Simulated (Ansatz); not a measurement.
Geometry optimisation, Ansatz, RKS LDA/def2-SVP.

The input (input.yaml):

```yaml
crystal:
  periodic: [false, false, false]
  atoms:
    - { symbol: O, position_ang: [-0.6939, 2.0175, 0.5374] }
    - { symbol: Si, position_ang: [-0.3072, 0.8795, -0.6418] }
    - { symbol: O, position_ang: [-1.7119, -0.0579, -1.0631] }
    - { symbol: Si, position_ang: [1.3593, -0.4328, 0.1969] }
    - { symbol: Te, position_ang: [0.3991, -1.6064, 2.1955] }
    - { symbol: H, position_ang: [-1.1153, 1.5581, 1.2801] }
    - { symbol: H, position_ang: [0.2355, 1.5551, -1.8412] }
    - { symbol: H, position_ang: [-1.319, -0.6645, -1.7561] }
    - { symbol: H, position_ang: [2.4604, 0.3819, 0.6124] }
    - { symbol: H, position_ang: [1.6722, -1.4406, -0.7844] }
    - { symbol: H, position_ang: [-0.9137, -2.2469, 1.2849] }
basis:
  gaussian: { orbitals: def2-SVP }
hamiltonian:
  xc: lda
relax:
  f_tol: 0.02
  max_steps: 50
```

Launched with:

```bash
$ ansatz run input.yaml --threads 2 --pin off --max-ram 3072MiB --backend cpu --events-out ev --progress --plain --runs-dir out
```

Task: Where does it end, and by what steps?

Result: It converged. After 24 steps the energy has fallen by 0.589 eV; H8 moved furthest, 0.95 Å.

```csv
step,energy less start (eV),largest force component (eV/Å),accepted
0,0.0000,2.079,yes
1,-0.2663,1.259,yes
2,-0.3789,0.928,yes
3,-0.4532,0.522,yes
4,-0.3994,1.025,no
5,-0.5000,0.156,yes
6,-0.5123,0.154,yes
7,-0.5179,0.142,yes
8,-0.5189,0.365,yes
9,-0.5223,0.092,yes
10,-0.5230,0.224,yes
11,-0.5241,0.207,yes
12,-0.5256,0.166,yes
13,-0.5282,0.366,yes
14,-0.5473,0.290,yes
15,-0.5436,0.392,no
16,-0.5570,0.315,yes
17,-0.5709,0.294,yes
18,-0.5820,0.406,yes
19,-0.5590,1.469,no
20,-0.5868,0.038,yes
21,-0.5880,0.077,yes
22,-0.5885,0.027,yes
23,-0.5887,0.027,yes
24,-0.5888,0.006,yes
```

```xyz
11
Properties=species:S:1:pos:R:3
O -0.840 1.679 0.478
Si -0.244 0.751 -0.759
O -1.272 -0.476 -1.227
Si 1.491 -0.461 0.197
Te 0.179 -1.310 2.176
H -0.813 1.185 1.333
H 0.026 1.709 -1.882
H -2.139 -0.213 -1.590
H 2.569 0.404 0.797
H 2.129 -1.582 -0.581
H -1.021 -1.743 1.078
```

Whether the end is a true minimum wasn't checked by a vibrational analysis.

Run time: 45 s on 2 threads of Arm Neoverse V1, with other jobs on the host, peak memory 0.17 GiB.
